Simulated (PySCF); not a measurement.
HfOBr2, SMILES [O]=[Hf]([Br])[Br], multiplicity 1. Geometry: B3LYP-D3(BJ)/def2-SVP. The multiplicity is an assumed one; other spin states were not compared. The def2 effective core potentials stand for the cores of Hf; spin–orbit coupling is left out.

Computed equilibrium geometry at B3LYP-D3(BJ)/def2-SVP (PySCF confirms it by a frequency run) as Cartesian coordinates in Å, and its point group:
point group Cs.
```xyz
4

Hf    -0.1866     0.5193     0.0000
O      0.7840     1.9808     0.0000
Br     0.1023    -0.7605    -2.1652
Br     0.1023    -0.7605     2.1652
```
